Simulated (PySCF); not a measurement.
## CBr₂⁺ + Cl₂ → CCl₂⁺ + Br₂

Level: PBE0 in the def2-TZVP basis family, all electrons, no relativity, computed in PySCF with density fitting; open shells unrestricted.

| species | state and structure | ZPE (kJ/mol) | H(298 K) − H(0) (kJ/mol) | S° (J/(mol K)) |
| --- | --- | --- | --- | --- |
| CBr₂⁺ | doublet, C2v, C–Br 1.741 Å (×2); Br–C–Br 137.2° | 11.3 | 11.8 | 288.4 |
| Cl₂ | singlet, D∞h, Cl–Cl 1.982 Å | 3.5 | 9.1 | 222.5 |
| CCl₂⁺ | doublet, C2v, C–Cl 1.582 Å (×2); Cl–C–Cl 135.8° | 14.3 | 11.1 | 265.5 |
| Br₂ | singlet, D∞h, Br–Br 2.281 Å | 2.0 | 9.7 | 244.8 |

Q: Is the gas-phase reaction uphill or downhill in electronic energy at this level, and by how much?

A: At PBE0/def2-TZVP, ΔE = -52.2 kJ/mol, downhill. 

Q: Add zero-point, thermal and entropy terms for 298.15 K and 1 bar.

A: ΔZPE = 1.5 and Δ[H(298) − H(0)] = -0.1 kJ/mol give ΔH° = -50.8 kJ/mol. ΔS° = -0.6 J/(mol K), so ΔG° = -50.8 − 298.15 × (-0.0006) = -51 kJ/mol and log₁₀K = 8.9.

Each species is the lowest minimum found with this bonding; other isomers or fragments can lie lower.
